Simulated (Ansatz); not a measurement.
`[ZnH][O][SiH2]Br` + H–F → `F[SiH2][O][ZnH]` + HBr at 700 K and 1 bar (ligand exchange at the Si–Br bond).

Gas-phase electronic energies from Ansatz, PBE0-D4/def2-TZVP geometries. CBS: MP2 limit from def2 TZ/QZ plus the TZ coupled-cluster correction, frozen cores. This one scheme is used for every species. For Br, Zn outer-core shells are correlated without core-valence functions, which leaves a few kJ/mol of doubt a bond. Scalar relativity is left out up to krypton. One conformer a species, not always the lowest.

| species | CCSD(T)/CBS energy (Eh) | H − E (kJ/mol) | S (J/(mol·K)) |
| --- | --- | --- | --- |
| `[ZnH][O][SiH2]Br` | -4717.86743 | 141.9 | 455.9 |
| H–F | -100.39570 | 45.2 | 198.5 |
| `F[SiH2][O][ZnH]` | -2244.35972 | 143.8 | 432.2 |
| HBr | -2573.91920 | 36.5 | 223.7 |

H − E and S are ideal-gas, rigid-rotor, harmonic terms from PBE0-D4/def2-TZVP, for one conformer and one mirror image of each species. 1 Eh = 2625.50 kJ/mol, R = 8.31446 J/(mol·K).

**Question.** By hand: ΔE, ΔH, ΔS and ΔG.

**Answer.** ΔE = (-2244.35972) + (-2573.91920) − (-4717.86743) − (-100.39570) = -0.01579 Eh = -41.5 kJ/mol. Δ(H − E) = 143.8 + 36.5 − 141.9 − 45.2 = -6.8, so ΔH = -48.3 kJ/mol. ΔS = 432.2 + 223.7 − 455.9 − 198.5 = 1.5 J/(mol·K). ΔG = -48.3 − 700 × (1.5)/1000 = -49.3 kJ/mol.

**Question.** By hand: the equilibrium constant, and the temperature at which ΔG would vanish if ΔH and ΔS stayed fixed.

**Answer.** log₁₀ K = −ΔG/(RT ln 10) = 3.7. ΔH and −TΔS have one sign here, so there is no such temperature.

The number of gas molecules stays the same, so ΔS is small and ΔH decides. A doubt of 5 kJ/mol in ΔE shifts log₁₀ K by 0.4 here. Other conformers and mirror images would add mixing entropy, several J/(mol·K) or more a flexible species. Modes under 60 cm⁻¹, often nearly free rotors, make the harmonic entropy too high. These are equilibria of isolated gas molecules and say nothing of rates. Largest T1 diagnostic: 0.015 (customary marks: 0.02 for closed shells, 0.045 for open ones).

ΔS is within the doubt of such terms, so its sign, and with it that verdict, could turn.
